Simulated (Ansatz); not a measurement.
Reaction (atomization): `N=C(O)BN` → B• + C• + 5 H• + 2 N• + O•

Program: Ansatz. Geometries: PBE0-D4/def2-TZVP. ΔE: electronic, gas phase. CCSD(T)/CBS adds triple-zeta CCSD(T) − MP2 to the extrapolated MP2 energy (def2 sets, frozen cores). This one scheme is used for every species, atoms too. Functionals use def2-TZVPP. Open shells (•) are unrestricted, without spin–orbit coupling. Spin–orbit coupling would lower the free atoms: a little for B, C, O. One conformer a species, not always the lowest.

```
   species  B97M-V energy (Eh)
`N=C(O)BN`          -250.81142
        B•           -24.66764
        C•           -37.85881
        H•            -0.50030
        N•           -54.59822
        O•           -75.07203
```

Problem. Work out ΔE.

Solution. ΔE = 5 × (-0.50030) + 2 × (-54.59822) + (-24.66764) + (-37.85881) + (-75.07203) − (-250.81142) = 1.51500 Eh = +41.23 eV. CCSD(T)/CBS gives +41.07 eV.

Problem. What do rigid-rotor, harmonic-oscillator terms from PBE0-D4/def2-TZVP frequencies (298.15 K, 1 bar) make of the CCSD(T)/CBS value? (Estimate.)

Solution. Computed: ΔZPE = -2.12 eV, ΔH = +39.41 eV, ΔS = 1043 J/(mol·K), ΔG = +36.19 eV. Open shells count their whole term as degenerate.

Largest T1 diagnostic among the species: 0.014.

From BLYP to BHLYP (50 % exact exchange), in def2-TZVPP and without D4, ΔE moves by −1.96 eV: exact exchange takes away binding that semilocal exchange gives to molecules. In def2-TZVPP, CCSD(T) changes the Hartree–Fock value by +11.75 eV (the triples alone add +0.79 eV) and MP2 by +12.74 eV; breaking electron pairs costs correlation energy, which Hartree–Fock lacks.

For atomizations the MP2-based limit and the directly extrapolated one differ by several kJ/mol either way, and by 10 to 25 for some Ge, Se and Sn compounds, so smaller differences from it don't rank the levels.
